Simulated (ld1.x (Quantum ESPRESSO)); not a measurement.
**Ranking RRKJ potentials for S (Z = 16)**

All share these settings but for the change named:

sulfur, norm-conserving RRKJ (Kleinman–Bylander form), made with ld1.x (Quantum ESPRESSO) 7.5 (PBEsol, scalar-relativistic). Core [Ne], reference 3s2 3p4. Waves: 3p (bound): rc 1.30 bohr; 3s (bound): rc 1.35 bohr. Local part: the s channel. Core correction: a·sin(br)/r model core inside 0.95 bohr. rho0 = 0.01.

Cutoff: the first of the cutoffs (Ry, on a coarse ladder) from which the occupation-weighted sum of valence levels, in a spherical-Bessel basis at the reference potential, stays within 10 and 1 mRy of its value at 400 Ry; the density cutoff is not measured.

The base gives 40 Ry.

Of 9 variants that were run, those that failed, showed a ghost or another fault, or gave nearly equal values are left out.

A variant can come out equal or close to the base.

(1) Rank these variants from softest to hardest (loose cutoff).
A. local potential all-electron potential smoothed inside 1.20 bohr (lloc = -1)
B. wave 3p (bound): rc 1.30 bohr becomes 3p (bound): rc 1.90 bohr
C. all radii but the core radius scaled by about 0.82 (s 1.10, p 1.06 bohr)

## Answers

(1) A (30 Ry), B (40 Ry), C (110 Ry).
